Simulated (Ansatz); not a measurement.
Gas-phase electronic energies from Ansatz, PBE0-D4/def2-TZVP geometries. CBS: MP2 limit from def2 TZ/QZ plus the TZ coupled-cluster correction, frozen cores. This one scheme is used for every species, atoms too. DFT in def2-TZVPP. B3LYP here is the variant with VWN-RPA as its local correlation; programs differ in this. HSE06 is defined as in plane-wave codes. Open shells (•) are unrestricted, without spin–orbit coupling. Spin–orbit coupling would lower the free atoms: a little for Al, B, O. One conformer a species, not always the lowest.

Consider the atomization: `[BH2][AlH][BH]O` → Al• + 2 B• + 5 H• + O•.

```json
{"level": "LDA (SPW92)", "ΔE (eV)": "33.75", "difference from CCSD(T)/CBS": "3.94"}
{"level": "PBE-D4", "ΔE (eV)": "30.25", "difference from CCSD(T)/CBS": "0.44"}
{"level": "revPBE-D4", "ΔE (eV)": "29.56", "difference from CCSD(T)/CBS": "-0.25"}
{"level": "r2SCAN-D4", "ΔE (eV)": "30.16", "difference from CCSD(T)/CBS": "0.35"}
{"level": "B3LYP-D4", "ΔE (eV)": "30.01", "difference from CCSD(T)/CBS": "0.20"}
{"level": "r2SCAN0-D4", "ΔE (eV)": "29.72", "difference from CCSD(T)/CBS": "-0.09"}
{"level": "HSE06-D4", "ΔE (eV)": "29.88", "difference from CCSD(T)/CBS": "0.07"}
{"level": "CAM-B3LYP-D4", "ΔE (eV)": "30.16", "difference from CCSD(T)/CBS": "0.35"}
{"level": "ωB97M-V", "ΔE (eV)": "30.03", "difference from CCSD(T)/CBS": "0.22"}
{"level": "B2PLYP", "ΔE (eV)": "29.66", "difference from CCSD(T)/CBS": "-0.15"}
{"level": "r2SCAN0", "ΔE (eV)": "29.68", "difference from CCSD(T)/CBS": "-0.13"}
{"level": "CAM-B3LYP", "ΔE (eV)": "30.05", "difference from CCSD(T)/CBS": "0.24"}
{"level": "CCSD/def2-TZVPP", "ΔE (eV)": "28.78", "difference from CCSD(T)/CBS": "-1.03"}
{"level": "HF/def2-QZVPP", "ΔE (eV)": "22.82", "difference from CCSD(T)/CBS": "-6.99"}
{"level": "SCS-MP2/def2-QZVPP", "ΔE (eV)": "29.94", "difference from CCSD(T)/CBS": "0.13"}
{"level": "MP2/CBS(def2)", "ΔE (eV)": "30.20", "difference from CCSD(T)/CBS": "0.39"}
{"level": "CCSD(T)/CBS", "ΔE (eV)": "29.81", "difference from CCSD(T)/CBS": "0"}
```

Largest T1 diagnostic among the species: 0.018.

At CCSD(T), def2-SVP lies −1.38 eV from the extrapolated value and def2-TZVPP −0.69 eV: correlation converges slowly with the basis, and small sets miss more of it in the bonded molecule than in its fragments. From PBE to PBE0 (25 % exact exchange), in def2-TZVPP and without D4, ΔE moves by −0.38 eV: exact exchange takes away binding that semilocal exchange gives to molecules. The D4 term adds +0.21 eV with B3LYP and +0.11 eV with PBE0; it sums over pairs of atoms, weighted by their polarisabilities, and B3LYP, whose exchange is more repulsive, gets the larger term.

For atomizations the MP2-based limit and the directly extrapolated one differ by several kJ/mol either way, and by 10 to 25 for some Ge, Se and Sn compounds, so smaller differences from it don't rank the levels.
